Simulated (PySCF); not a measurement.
Delta-SCF ions had no search for a lower state. 

# H₂BO₃, SMILES `[O-]B(O)O` (O–B–O–H torsion 180°, O–B–O–H torsion 0°) (charge -1, multiplicity 1)

Calculation: PySCF 2.14.0 with TPSSh-D3(BJ)/def2-TZVPD // CAM-B3LYP-D3(BJ)/def2-TZVPD.

HOMO: -0.12 eV
vertical detachment energy (Delta-SCF): 3.25 eV
total energy: -252.0155 Ha
cost: around 3 core-minutes (rough)

```xyz
6

O     -0.8796     1.3704    -0.4427
B     -0.0929     0.4125    -0.1067
O      1.3230     0.4913     0.0945
O     -0.5212    -0.9552     0.1333
H      1.6398    -0.3813     0.3389
H     -1.4692    -0.9376    -0.0173
```
Charge -1, spin multiplicity 1.
